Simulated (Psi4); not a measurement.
Computed with SAPT0/jun-cc-pVDZ, frozen core run with Psi4.

Psi4 input:

```
molecule {
0 1
C -0.93092049 0.42035119 -0.08273164
C 0.40375222 0.94037214 -0.05847241
C 1.22380076 -0.13052388 0.07326483
O 0.49592560 -1.27962419 0.13243847
C -0.81500898 -0.92463039 0.03622174
H -1.84750463 0.97732472 -0.17626920
H 0.70476881 1.97156670 -0.12989939
H 2.29109640 -0.24413677 0.13741578
H -1.52590970 -1.73069951 0.06803181
--
1 1
O -3.96142720 -0.50727742 -1.68450292
H -4.46131166 0.33678879 -1.70226691
H -3.45330756 -0.67662453 -2.50656611
H -3.43254955 -0.62985202 -0.86724564
units angstrom
symmetry c1
no_reorient
no_com
}
set basis jun-cc-pvdz
set scf_type df
set freeze_core true
energy('sapt0')
```

Part of the output:

```
    SAPT Results
  --------------------------------------------------------------------------------------------------------
    Electrostatics                  4.41738743 [mEh]       2.77195246 [kcal/mol]      11.59784911 [kJ/mol]
      Elst10,r                      4.41738743 [mEh]       2.77195246 [kcal/mol]      11.59784911 [kJ/mol]

    Exchange                        2.03641492 [mEh]       1.27786965 [kcal/mol]       5.34660663 [kJ/mol]
      Exch10                        2.03641492 [mEh]       1.27786965 [kcal/mol]       5.34660663 [kJ/mol]
      Exch10(S^2)                   2.03407239 [mEh]       1.27639970 [kcal/mol]       5.34045633 [kJ/mol]

    Induction                      -7.93606700 [mEh]      -4.97995723 [kcal/mol]     -20.83614104 [kJ/mol]
      Ind20,r                      -8.82972602 [mEh]      -5.54073673 [kcal/mol]     -23.18244247 [kJ/mol]
      Exch-Ind20,r                  1.23298293 [mEh]       0.77370847 [kcal/mol]       3.23719623 [kJ/mol]
      delta HF,r (2)               -0.33932391 [mEh]      -0.21292897 [kcal/mol]      -0.89089479 [kJ/mol]

    Dispersion                     -1.25414141 [mEh]      -0.78698562 [kcal/mol]      -3.29274782 [kJ/mol]
      Disp20                       -1.33599697 [mEh]      -0.83835076 [kcal/mol]      -3.50765956 [kJ/mol]
      Exch-Disp20                   0.08185556 [mEh]       0.05136514 [kcal/mol]       0.21491174 [kJ/mol]
      Disp20 (SS)                  -0.66799849 [mEh]      -0.41917538 [kcal/mol]      -1.75382978 [kJ/mol]
      Disp20 (OS)                  -0.66799849 [mEh]      -0.41917538 [kcal/mol]      -1.75382978 [kJ/mol]
      Exch-Disp20 (SS)              0.04772340 [mEh]       0.02994688 [kcal/mol]       0.12529776 [kJ/mol]
      Exch-Disp20 (OS)              0.03413216 [mEh]       0.02141826 [kcal/mol]       0.08961398 [kJ/mol]

  Total HF                         -1.48226465 [mEh]      -0.93013511 [kcal/mol]      -3.89168530 [kJ/mol]
  Total SAPT0                      -2.73640606 [mEh]      -1.71712072 [kcal/mol]      -7.18443311 [kJ/mol]
```
